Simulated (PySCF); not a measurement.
**Computed properties of Si(H)3(Et) (C2H8Si), SMILES CC[SiH3]**

Si(H)3(Et) (C₂H₈Si), SMILES CC[SiH3]. Coordinates come from a PBE0-D3(BJ)/def2-SVP optimisation. One conformer was computed; it need not be the lowest. All values are computed for the isolated molecule unless a solvent is named; none is compared with measurement here.

**Structure.** The optimised structure has Cs symmetry. All 27 harmonic modes at PBE0-D3(BJ)/def2-SVP (PySCF) are real, so it is a minimum. With heavy atoms numbered as in [SiH3:1][CH2:2][CH3:3], the shortest bond between them is C2–C3 at 1.526 Å and the longest Si1–C2 at 1.887 Å.

**Vibrations.** The strongest infrared lines (harmonic, unscaled, degenerate partners summed) lie at 925 cm⁻¹ (219 km/mol, H 90 %, Si 10 %), 2226 cm⁻¹ (128 km/mol, H 96 %), 2220 cm⁻¹ (127 km/mol, H 96 %). The softest mode is at 148 cm⁻¹ and the zero-point energy is 56.4 kcal/mol.

**Electronic structure.** M06-2X/def2-TZVPD (PySCF) places the frontier levels at -9.62 and 0.49 eV, a gap of 10.11 eV, and gives a dipole moment of 0.78 D and a mean polarisability of 55.4 bohr³.

**Excitations.** TDA-M06-2X/def2-SVPD (PySCF) has S1 at 7.87 eV (157 nm, f = 0.020, weak); the most intense of the 10 singlets computed lies at 8.90 eV (f = 0.33). T1 (TDA) is at 7.54 eV, 0.33 eV under S1. No vertical singlet excitation falls in the visible range (under 3.1 eV).

**NMR.** GIAO shifts at B3LYP/pcSseg-1 (PySCF) (non-relativistic, atoms alike by connectivity averaged): ¹³C from 5.9 to 14.5 ppm against TMS; ¹H from 1.0 to 4.0 ppm against TMS; ²⁹Si at -62.0 ppm against TMS.
